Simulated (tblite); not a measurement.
C13H13P.
Cartesian coordinates in Å at the GFN2-xTB level; atoms count from 1:
```
atom  x, y, z in Å
C1     0.258   -2.158   -1.466
P2    -0.093   -0.343   -1.628
C3    -1.444   -0.143   -0.407
C4    -1.600    1.104    0.194
C5    -2.644    1.338    1.068
C6    -3.560    0.333    1.339
C7    -3.428   -0.900    0.725
C8    -2.382   -1.136   -0.150
C9     1.305    0.250   -0.589
C10    1.383    0.006    0.777
C11    2.470    0.459    1.502
C12    3.489    1.155    0.872
C13    3.419    1.399   -0.489
C14    2.329    0.950   -1.215
H15    0.289   -2.468   -0.422
H16    1.223   -2.350   -1.932
H17   -0.500   -2.725   -2.003
H18   -0.886    1.887   -0.022
H19   -2.748    2.306    1.537
H20   -4.376    0.514    2.024
H21   -4.145   -1.683    0.926
H22   -2.298   -2.100   -0.631
H23    0.587   -0.529    1.277
H24    2.523    0.269    2.564
H25    4.335    1.508    1.443
H26    4.211    1.943   -0.983
H27    2.263    1.142   -2.277
```

Computed values, GFN2-xTB/tblite, gas phase, harmonic and unscaled. Against measured fundamentals such values can be off by several per cent, at times by over 20. One conformer, not necessarily the lowest.

Harmonic wavenumbers (cm⁻¹): 27.8, 35.3, 62.0, 113.1, 157.1, 184.9, 218.5, 232.3, 254.2, 295.7, 361.6, 364.9, 382.3, 411.7, 451.6, 479.5, 586.2, 586.6, 656.3, 659.3, 677.3, 687.7, 725.6, 738.0, 741.9, 867.5, 871.4, 874.8, 879.0, 895.3, 901.6, 925.9, 928.4, 931.9, 933.3, 970.5, 970.8, 1081.8, 1083.7, 1117.5, 1117.9, 1121.2, 1122.1, 1181.6, 1182.1, 1197.1, 1201.9, 1275.6, 1279.0, 1309.0, 1315.3, 1319.2, 1422.2, 1425.8, 1438.5, 1453.1, 1455.9, 1461.8, 1577.7, 1581.7, 1588.7, 1589.6, 2991.0, 3005.1, 3011.0, 3057.7, 3061.1, 3063.6, 3066.9, 3072.3, 3073.8, 3078.5, 3082.8, 3088.4, 3089.0.

A = 1169, B = 415.4, C = 354.0 MHz; mass 200.075 u (most abundant isotopes); point group C1, symmetry number 1.

Problem. What is the zero-point energy?

Solution. Half the sum of the wavenumbers: 46842 cm⁻¹ = 133.93 kcal/mol.

Problem. Give the ideal-gas entropy at 200 K and 1 bar in the rigid-rotor, harmonic-oscillator model (classical rotation).

Solution. Translation 39.83, rotation 30.71, vibration 27.59: S = 98.1 cal/(mol K).

Problem. And Cp and H(200 K) − H(0)?

Solution. Cp = 36.86 cal/(mol K), of which vibrations give 28.91 (their classical limit is 75 R = 149.0); H(200 K) − H(0) = 4.45 kcal/mol without the zero-point energy, 2.86 from vibrations.

Problem. How do the functions run with temperature in this model?

Solution. 
```
 T (K)  S (cal/(mol K))  Cp (cal/(mol K))  H − H(0) (kcal/mol)  G − H(0) (kcal/mol)  ln q(vib)
   150             88.7              29.3                 2.80               -10.51       4.90
   250            107.2              45.0                 6.49               -20.31       8.50
298.15            115.8              53.1                 8.86               -25.68      10.25
   400            133.8              69.3                15.11               -38.40      14.04
   600            166.7              93.3                31.54               -68.51      21.57
   900            209.1             114.9                63.08              -125.09      32.43
```

q(vib) and H(0) count from the zero-point level.

Problem. Which modes carry the vibrational entropy at 200 K?

Solution. 27.8 cm⁻¹: 5.19; 35.3 cm⁻¹: 4.72; 62.0 cm⁻¹: 3.61; 113.1 cm⁻¹: 2.45; 157.1 cm⁻¹: 1.85; 184.9 cm⁻¹: 1.56 cal/(mol K); the other 69 give 8.22 together.

Problem. Blend soft modes into free rotors: weight 1/[1 + (100 cm⁻¹/ν̃)⁴] for the oscillator and the rest for a rotor with moment μB/(μ + B), μ = h/(8π²ν), B = 10⁻⁴⁴ kg m². What vibrational entropy results?

Solution. 24.41 cal/(mol K) in place of 27.59, which changes −T·S at 200 K by +0.64 kcal/mol.

Hindered rotation and anharmonicity are outside this model. Other conformers, if any are populated, would add a mixing term that is left out. The structure is chiral; the term R ln 2 for an equal mix with its mirror image is left out.

Hardware: one thread, x86-64 server, on a shared host. The figure is for the frequency step alone.
